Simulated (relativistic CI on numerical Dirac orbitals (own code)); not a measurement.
# Sensitivity of the levels of Au⁶⁰⁺ to α and to the nuclear radius

Calculated at this level of theory: Dirac-Coulomb-Breit CI, orbitals from a KLI potential per configuration, derivatives by finite differences, unscaled Slater integrals, QED left out (own radial code, finite nucleus).

Configurations in the expansion (outside the closed core [Ne]): 3s2 3p6 3d, 3s2 3p5 3d2, 3s 3p6 3d2, 3s2 3p6 4s, 3s2 3p6 4p, 3p6 3d3, 3p5 3d4. Double excitations out of closed p, d and f shells are left out; levels of such configurations are missing from the list, as are those of other unlisted configurations, and high levels can miss mixing partners.

With x = (α/α₀)² − 1 an excitation energy changes as ω = ω₀ + qx; K = 2q/ω₀ is the relative enhancement. Terms are leading LS components, so labels can repeat. The field-shift factor is F = δν/δ⟨r²⟩ for the transition from the lowest level.

Lowest level 3s2 3p6 3d 2D_3/2.

```
               Level  ω₀ (cm⁻¹)   q (cm⁻¹)  F (GHz/fm²)
   3s2 3p6 3d 2D_5/2     846065     863500         27.7
 3s2 3p5 3d2 4D°_3/2    2232436     161100         32.2
 3s2 3p5 3d2 4D°_1/2    2255596     193300           33
 3s2 3p5 3d2 4F°_5/2    2295185     162900         32.7
 3s2 3p5 3d2 2G°_7/2    2314421     146700         32.3
 3s2 3p5 3d2 2P°_3/2    2522430     189200         33.9
 3s2 3p5 3d2 4D°_5/2    3025158  1.014e+06         59.4
 3s2 3p5 3d2 4G°_9/2    3063351  1.001e+06         59.7
 3s2 3p5 3d2 4F°_7/2    3093298  1.016e+06         60.3
 3s2 3p5 3d2 4D°_3/2    3129499  1.026e+06         59.3
 3s2 3p5 3d2 4P°_5/2    3145923  1.018e+06         60.2
3s2 3p5 3d2 2H°_11/2    3160003     998200         60.6
 3s2 3p5 3d2 2G°_7/2    3173217  1.008e+06         60.2
```

At this charge energies of transitions that change n are usually good to better than 1 %, and those within a shell (Δn = 0) to a few per cent.

**Question.** Which transition from the lowest level has the largest |K|?

**Answer.** 3s2 3p6 3d 2D_5/2 at 846065 cm⁻¹, K = 2.04.
